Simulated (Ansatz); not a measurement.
H2Cl3NTi, charge -1, doublet, geometry from GFN2-xTB (such geometries of metal compounds can be far from the true shape) (the multiplicity is a formal guess) (a gas-phase anion, which may not be bound at this level), with bond 2-1 at 2.2 times its length; B3LYP/STO-3G in Ansatz (a first-principles code).

The Ansatz input:
Ansatz 0.2 input:
```yaml
crystal:
  periodic: [false, false, false]
  atoms:
    - {symbol: Ti, position_ang: [-0.15288169, -0.24068994, -0.02732358]}
    - {symbol: Cl, position_ang: [4.38622911, -0.36265083, -1.89737018]}
    - {symbol: Cl, position_ang: [0.11854514, 0.21846428, 2.13778267]}
    - {symbol: Cl, position_ang: [-1.19203690, 1.40776354, -1.11091908]}
    - {symbol: N, position_ang: [-1.13394003, -1.81277230, -0.20506932]}
    - {symbol: H, position_ang: [-0.84108855, -2.68133374, -0.65358968]}
    - {symbol: H, position_ang: [-2.08453266, -1.94580049, 0.14837338]}
basis:
  gaussian:
    orbitals: STO-3G
hamiltonian:
  xc: b3lyp
total_charge: -1
magnetization: {spin_polarized: true, initial_magnetization: 1}
```

Output, abridged:

```
Functional definition: B3LYP
623 factors; integrals over basis functions are off by at most 1.2e-4 eV
mean field evaluation 1: about -61536.8253 eV, gradient 2.1e1 eV
mean field evaluation 2: about -61168.2971 eV, gradient 1.2e2 eV
mean field evaluation 4: about -61540.8272 eV, gradient 3.1e0 eV
mean field evaluation 8: about -61540.8280 eV, gradient 3.1e0 eV
mean field evaluation 16: about -61541.1859 eV, gradient 1.2e-4 eV
mean field evaluation 32: about -61532.2809 eV, gradient 1.9e1 eV
mean field evaluation 64: about -61536.5836 eV, gradient 3.8e0 eV
mean field evaluation 96: about -61541.1434 eV, gradient 1.1e-3 eV
mean field evaluation 128: about -61541.1275 eV, gradient 5.2e-1 eV
mean field -61541.18586273 eV, -2261.5968663414 hartree, gradient 4.1e-6 eV, S^2 0.754021; 9 other end points of the search recorded, 0 dependent functions left out
reference -61541.18610646 eV, -2261.5968752983 hartree; 42, 41 occupied and 10, 11 virtual orbitals, 623 factors
Total energy: -61541.18610646 eV, -2261.5968752983 hartree
```
